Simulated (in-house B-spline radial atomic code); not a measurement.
Values are calculated unless marked as measured or tabulated.
Weak and strong correlation along the adiabatic connection

Two-electron singlets in several external potentials (atomic units), by full CI in B-splines with partial waves to l = 8 (correlation energies up to 0.6 % small). The repulsion is scaled by λ at fixed density; W(λ) is the mean repulsion less the Hartree energy, W(0) = E_x, and the area under W from 0 to 1 is E_xc.

One system gave this curve:

```json
{"λ": "0", "W (hartree)": "-0.64198"}
{"λ": "0.02", "W (hartree)": "-0.64391"}
{"λ": "0.05", "W (hartree)": "-0.64676"}
{"λ": "0.12", "W (hartree)": "-0.65317"}
{"λ": "0.25", "W (hartree)": "-0.66428"}
{"λ": "0.4", "W (hartree)": "-0.67594"}
{"λ": "0.6", "W (hartree)": "-0.68985"}
{"λ": "0.8", "W (hartree)": "-0.70215"}
{"λ": "1", "W (hartree)": "-0.71309"}
{"λ": "1.4", "W (hartree)": "-0.73169"}
{"λ": "2", "W (hartree)": "-0.75341"}
{"λ": "3", "W (hartree)": "-0.77904"}
{"λ": "4.5", "W (hartree)": "-0.80372"}
{"λ": "7", "W (hartree)": "-0.82783"}
{"λ": "10", "W (hartree)": "-0.84468"}
```

(1) Which system is it?
A. −Z/r, Z = 1.34, wall at 5.12 bohr
B. −Z/r, Z = 1, wall at 2 bohr
C. ω²r²/2 − Z/r, ω = 4.62, Z = 1.5
D. −Z/r, Z = 8

Answers

(1) A. The exchange energy sets the size: −Z/r, Z = 1.34, wall at 5.12 bohr: E_x = -0.642, E_c = -0.0393; −Z/r, Z = 8: E_x = -4.78, E_c = -0.0452; ω²r²/2 − Z/r, ω = 4.62, Z = 1.5: E_x = -1.95, E_c = -0.0436; −Z/r, Z = 1, wall at 2 bohr: E_x = -0.989, E_c = -0.0425 hartree.
